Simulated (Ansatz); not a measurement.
Ansatz results at the PBE0-D4/def2-TZVP geometry: LUMO energy (PBE/def2-TZVPP) -1.34 eV; HOMO energy (PBE/def2-TZVPP) -5.08 eV; HOMO–LUMO gap (PBE0/def2-TZVPP) 5.83 eV.

Each molecule was computed in one conformer, which needn't be the lowest.

(1) Which molecule gave them?
A. `CCOCCCl`
B. `c1ccc2c(c1)-c1cccc3cccc-2c13`
C. `CSCc1ccccc1`
D. `ClI`

Results:

(1) C. The others give `ClI`: -4.30, -6.58, 4.38; `CCOCCCl`: -0.35, -6.09, 8.34; `c1ccc2c(c1)-c1cccc3cccc-2c13`: -2.68, -5.48, 4.32.
